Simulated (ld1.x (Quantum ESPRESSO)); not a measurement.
# Varying the TM potential for Bi

Base potential:

Bi (Z = 83), norm-conserving Troullier–Martins (Kleinman–Bylander form), made with ld1.x (Quantum ESPRESSO) 7.5 (LDA (PZ), fully relativistic). Core [Xe] 4f14, reference 5d10 6s2 6p2 (charge +1). Waves: 6s (bound): rc 2.05 bohr; 6p (bound): rc 2.15 bohr; 5d (bound): rc 1.55 bohr. Local part: all-electron potential smoothed inside 1.55 bohr (lloc = -1). Core correction: a·sin(br)/r model core, default radius (core density twice the valence density).

Open shells are filled in proportion to 2j + 1 (rel_dist='average').

Cutoffs, loose and tight: the cutoffs (Ry, on a coarse ladder) from which the occupation-weighted sum of valence levels, in a spherical-Bessel basis at the reference potential, stays within 10 and 1 mRy of its value at 400 Ry. They do not see the model core or the augmentation charge, which bear on the density cutoff. Test errors are all-electron minus pseudo excitation energies from the reference, over the configurations 5d10 6s2 6p3; 5d10 6s2 6p1; 5d10 6s2 6p0; 5d10 6s2 6p3.3; 5d9 6s2 6p4; 5d10 6s1 6p4; 5d10 6s0 6p5. A dash means not determined; rows that change the core or the reference have their own tests. The largest error is taken over the tests solved by every variant that gives reliable tests at all: 5d10 6s1 6p4; 5d10 6s2 6p0; 5d10 6s2 6p3; 5d10 6s2 6p3.3.

A true bound ghost makes a file unfit for plane-wave use even where its test errors are small: the radial tests pick states by their node count and pass the ghost by. Where a test does run into it, the solver fails or the error is huge.

| change | outcome | cutoff, loose | cutoff, tight | bound ghosts | largest test error (meV) |
| --- | --- | --- | --- | --- | --- |
| base | generated | 60 Ry | 90 Ry | s, p3/2, p1/2 | -8.4 |
| wave 6s (bound): rc 2.05 bohr becomes 6s (bound): rc 1.38 bohr | generated | 110 Ry | 180 Ry | s, p3/2, p1/2 | -28 |
| wave 6s (bound): rc 2.05 bohr becomes 6s (bound): rc 1.54 bohr | generated | 60 Ry | 120 Ry | s, p3/2, p1/2 | -8.7 |
| wave 6s (bound): rc 2.05 bohr becomes 6s (bound): rc 1.72 bohr | generated | 60 Ry | 100 Ry | s, p3/2, p1/2 | -8.5 |
| wave 6s (bound): rc 2.05 bohr becomes 6s (bound): rc 1.86 bohr | generated | 60 Ry | 90 Ry | s, p3/2, p1/2 | -8.4 |
| wave 6s (bound): rc 2.05 bohr becomes 6s (bound): rc 2.06 bohr | generated | 60 Ry | 90 Ry | s, p3/2, p1/2 | -8.4 |
| wave 6s (bound): rc 2.05 bohr becomes 6s (bound): rc 2.30 bohr | generated | 60 Ry | 90 Ry | s, p3/2, p1/2 | -8.4 |
| wave 6s (bound): rc 2.05 bohr becomes 6s (bound): rc 2.44 bohr | generated | 60 Ry | 90 Ry | s, p3/2, p1/2 | -12 |
| wave 6s (bound): rc 2.05 bohr becomes 6s (bound): rc 2.68 bohr | generated | 60 Ry | 90 Ry | s, p3/2, p1/2 | -22 |
| wave 6s (bound): rc 2.05 bohr becomes 6s (bound): rc 2.86 bohr | generated | 60 Ry | 90 Ry | s, p3/2, p1/2 | -35 |
| wave 6s (bound): rc 2.05 bohr becomes 6s (bound): rc 3.04 bohr | generated | 60 Ry | 90 Ry | s, p3/2, p1/2 | -46 |

Reading the sweep of the s radius (base included, trends over the rows without a ghost): Bound ghosts are found at 1.38, 1.54, 1.72, 1.86, 2.05, 2.06, 2.3, 2.44, 2.68, 2.86, 3.04 bohr. Every judged row has one, so this setting neither creates nor removes them.
